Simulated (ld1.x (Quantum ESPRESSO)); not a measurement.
What the settings do to the RRKJ potential of Mg

Base potential:

```json
{
  "Element": "magnesium",
  "Generator": "ld1.x (Quantum ESPRESSO) 7.5",
  "Type": "norm-conserving RRKJ (Kleinman–Bylander form)",
  "Functional": "LDA (PZ)",
  "Relativity": "non-relativistic",
  "Frozen core": "[He] 2s2",
  "Valence charge": "8",
  "Reference configuration": "2p6 3s1 3p0 (charge +1)",
  "Partial waves": "3s (bound): rc 2.05 bohr; 2p (bound): rc 1.20 bohr; 3d channel at 0.3 Ry: rc 2.05 bohr",
  "Local potential": "all-electron potential smoothed inside 1.25 bohr (lloc = -1)",
  "Core correction": "none"
}
```

Cutoffs, loose and tight: the cutoffs (Ry, on a coarse ladder) from which the occupation-weighted sum of valence levels, in a spherical-Bessel basis at the reference potential, stays within 10 and 1 mRy of its value at 400 Ry. They do not see the model core or the augmentation charge, which bear on the density cutoff. Test errors are all-electron minus pseudo excitation energies from the reference, over the configurations 2p6 3s2 3p0; 2p6 3s0 3p0; 2p6 3s1.5 3p0; 2p6 3s0 3p2; 2p6 3s1 3p1; 2p5 3s2 3p0; 2p6 3s0 3p1 (two spin-polarised tests are not counted in the largest error). A dash means not determined; rows that change the core or the reference have their own tests. The largest error is taken over the tests solved by every variant that gives reliable tests at all: 2p5 3s2 3p0; 2p6 3s0 3p0; 2p6 3s0 3p1; 2p6 3s0 3p2.

```csv
change,outcome,"cutoff, loose","cutoff, tight",bound ghosts,largest test error (meV)
base,generated,100 Ry,140 Ry,none,+340
wave 2p (bound): rc 1.20 bohr becomes 2p (bound): rc 0.78 bohr,generated,230 Ry,260 Ry,none,-78
wave 2p (bound): rc 1.20 bohr becomes 2p (bound): rc 0.92 bohr,generated,160 Ry,230 Ry,none,-90
wave 2p (bound): rc 1.20 bohr becomes 2p (bound): rc 1.10 bohr,generated,110 Ry,180 Ry,none,+194
wave 2p (bound): rc 1.20 bohr becomes 2p (bound): rc 1.32 bohr,generated,80 Ry,120 Ry,none,+545
wave 2p (bound): rc 1.20 bohr becomes 2p (bound): rc 1.46 bohr,generated,70 Ry,100 Ry,none,+820
wave 2p (bound): rc 1.20 bohr becomes 2p (bound): rc 1.70 bohr,generated,50 Ry,80 Ry,none,+1377
wave 2p (bound): rc 1.20 bohr becomes 2p (bound): rc 1.78 bohr,generated,45 Ry,70 Ry,none,+1487
```

**Question.** What comes out with this change to the base: wave 2p (bound): rc 1.20 bohr becomes 2p (bound): rc 1.24 bohr?

**Answer.** outcome: generated; cutoff, loose: 90 Ry; cutoff, tight: 140 Ry; bound ghosts: none; largest test error (meV): +386.

**Question.** What comes out with this change to the base: wave 2p (bound): rc 1.20 bohr becomes 2p (bound): rc 1.58 bohr?

**Answer.** outcome: generated; cutoff, loose: 60 Ry; cutoff, tight: 90 Ry; bound ghosts: none; largest test error (meV): +1077.

**Question.** What comes out with this change to the base: wave 2p (bound): rc 1.20 bohr becomes 2p (bound): rc 1.00 bohr?

**Answer.** outcome: generated; cutoff, loose: 140 Ry; cutoff, tight: 200 Ry; bound ghosts: none; largest test error (meV): -100.

Reading the sweep of the p radius (base included, trends over the rows without a ghost): The loose cutoff falls from 230 Ry at 0.78 to 45 Ry at 1.78 bohr. A larger radius leaves more room for a smooth pseudo-wave, so fewer plane waves are needed; a smaller one forces it to follow the all-electron wave where it bends sharply.
